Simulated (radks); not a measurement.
Results of a calculation; reference values are marked as such.
Effect of the nuclear size on the nickel ion Ni2+, [Ar] 3d8. Code: a radial shooting solver on a logarithmic mesh with Libxc functionals. Model: Dirac Kohn-Sham, relativistic LDA (MacDonald-Vosko exchange, VWN5 correlation), spin-unpolarised, spherical densities, finite nucleus; open shells fill j = l - 1/2 first; Fermi nuclear charge, rms radius 3.7757 fm. The rms radius is varied about that value; shifts are against it.

rms radius (fm)  total energy shift (eV)  density at nucleus (e/bohr^3)  1s1/2 shift (meV)  2s1/2 shift (meV)  3s1/2 shift (meV)
3.198                            -0.0443                      1.957e+04              -18.8              -1.75             -0.263
3.6398                           -0.0110                      1.944e+04              -4.68             -0.437             -0.066
3.7757                                 0                      1.941e+04              0.000              0.000              0.000
3.9947                            0.0186                      1.935e+04               7.88              0.737              0.110
4.2854                            0.0448                      1.929e+04               19.0               1.78              0.266

Slopes of the eigenvalues against <r^2> in GHz/fm^2, as finite differences over the two radii next to the reference (eigenvalue slopes, not the field-shift constants of lines): 1s1/2 1120, 2s1/2 105, 3s1/2 15.7.
